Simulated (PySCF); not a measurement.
## Radial density of S⁺ (sulfur, charge +1)

M06-L, [Ne] 3s2 3p3, high-spin 4S determinant. Calculation: PySCF 2.14, in def2-SVP; no relativity, point nucleus.

```json
{"r (bohr)": "0.00167", "4πr²ρ (e/bohr)": "0.08413", "4πr²(ρα − ρβ)": "0.0000"}
{"r (bohr)": "0.00281", "4πr²ρ (e/bohr)": "0.2347", "4πr²(ρα − ρβ)": "0.0000"}
{"r (bohr)": "0.00473", "4πr²ρ (e/bohr)": "0.6398", "4πr²(ρα − ρβ)": "0.0001"}
{"r (bohr)": "0.00795", "4πr²ρ (e/bohr)": "1.652", "4πr²(ρα − ρβ)": "0.0003"}
{"r (bohr)": "0.0134", "4πr²ρ (e/bohr)": "3.897", "4πr²(ρα − ρβ)": "0.0009"}
{"r (bohr)": "0.0225", "4πr²ρ (e/bohr)": "8.289", "4πr²(ρα − ρβ)": "0.0023"}
{"r (bohr)": "0.0378", "4πr²ρ (e/bohr)": "14.40", "4πr²(ρα − ρβ)": "0.0073"}
{"r (bohr)": "0.0636", "4πr²ρ (e/bohr)": "18.41", "4πr²(ρα − ρβ)": "0.0284"}
{"r (bohr)": "0.107", "4πr²ρ (e/bohr)": "15.06", "4πr²(ρα − ρβ)": "0.1050"}
{"r (bohr)": "0.180", "4πr²ρ (e/bohr)": "12.13", "4πr²(ρα − ρβ)": "0.2844"}
{"r (bohr)": "0.303", "4πr²ρ (e/bohr)": "17.29", "4πr²(ρα − ρβ)": "0.3619"}
{"r (bohr)": "0.509", "4πr²ρ (e/bohr)": "12.67", "4πr²(ρα − ρβ)": "0.0403"}
{"r (bohr)": "0.857", "4πr²ρ (e/bohr)": "3.351", "4πr²(ρα − ρβ)": "0.4957"}
{"r (bohr)": "1.44", "4πr²ρ (e/bohr)": "3.346", "4πr²(ρα − ρβ)": "1.8845"}
{"r (bohr)": "2.42", "4πr²ρ (e/bohr)": "1.331", "4πr²(ρα − ρβ)": "0.8414"}
{"r (bohr)": "4.08", "4πr²ρ (e/bohr)": "0.1094", "4πr²(ρα − ρβ)": "0.0920"}
{"r (bohr)": "6.86", "4πr²ρ (e/bohr)": "3.310e-05", "4πr²(ρα − ρβ)": "0.0000"}
```
